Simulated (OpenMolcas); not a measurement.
## Te: effect of the basis set

```
Program             : OpenMolcas 26.06
Method              : SS-CASPT2, IPEA 0.25 Eh, imaginary shift 0.1 Eh (closed shells correlated: 4d 5s)
Active space        : 4 electrons in 3 orbitals (5p)
State averaging     : 2S+1 = 3 even, 3 roots; 2S+1 = 1 even, 6 roots
Spin-orbit coupling : state interaction with AMFI integrals over the reference wave functions, term energies averaged over their components
```

A. ANO-RCC-VDZP [6s5p3d1f], DKH2, point nucleus; CASPT2 step about 1.1 core-seconds
B. ANO-R1 [6s5p3d1f], X2C, finite nucleus; CASPT2 step about 0.8 core-seconds
C. ANO-RCC-VTZP [7s6p4d2f1g], DKH2, point nucleus; CASPT2 step of the order of 1.1 core-seconds
D. ANO-R2 [7s6p4d2f1g], X2C, finite nucleus; CASPT2 step of the order of 1.4 core-seconds
E. ANO-RCC-VQZP [8s7p5d3f2g], DKH2, point nucleus; CASPT2 step about 2.6 core-seconds
F. ANO-R3 [8s7p5d4f3g2h], X2C, finite nucleus; CASPT2 step of the order of 7 core-seconds

Energies in cm-1 above 5s2 5p4 3P2, the measured ground level; measured values from NIST Handbook of Basic Atomic Spectroscopic Data.

```
      Level      A      B      C      D      E      F  Measured
5s2 5p4 3P2    0.0    0.0    0.0    0.0    0.0    0.0       0.0
5s2 5p4 3P1   4270   4050   4290   4310   4340   4300      4751
5s2 5p4 3P0   4660   4530   4580   4610   4590   4540      4706
5s2 5p4 1D2  11620  11730  10630  10850  10380  10260     10558
5s2 5p4 1S0  24500  24870  23460  23630  23040  22750     23198
```

Deviations, from unrounded energies. A percentage is the sum of absolute deviations over the sum of measured energies, with the sign that they share, or ± where signs differ.

| Against measurement | Levels | A | B | C | D | E | F |
| --- | --- | --- | --- | --- | --- | --- | --- |
| mean absolute deviation (cm-1) | 4 | 730 | 930 | 230 | 320 | 220 | 340 |
| fine structure of the ground term (%) | 2 | -5.6 | -9.3 | -6.2 | -5.7 | -5.6 | -6.5 |
| other terms of the ground configuration (%) | 2 | +7.0 | +8.4 | +1.0 | +2.2 | -1.0 | -2.2 |

C, E lie about equally close to measurement and B furthest from it. The largest miss of E in the table is 5s2 5p4 3P1, by -410 cm-1. The ranking rests on the paired levels alone, and a cruder setting can come out closer through cancelling errors.

The two smallest mean deviations differ by little beside CASPT2's spread within terms, so their order carries little weight.

Among A to F the level of the table that moves most is 5s2 5p4 1S0, by 2100 cm-1 (lowest in F, highest in B). Moves below CASPT2's spread within the term are not significant.

CASPT2 breaks the degeneracy within a term, and the mean is taken; among the terms shown or strongly mixed into the levels shown the widest spread is 190 cm-1 (5s2 5p4 1D, F). With the s shell closed, the reference lacks s² → p² mixing. Measured partners are found by configuration, term and J. A level has none where our copy of the source lacks it or the pairing is in doubt (some pairs that miss far off the trend of their configuration count as doubtful), and it then counts in no deviation. Only configurations of the active space appear.
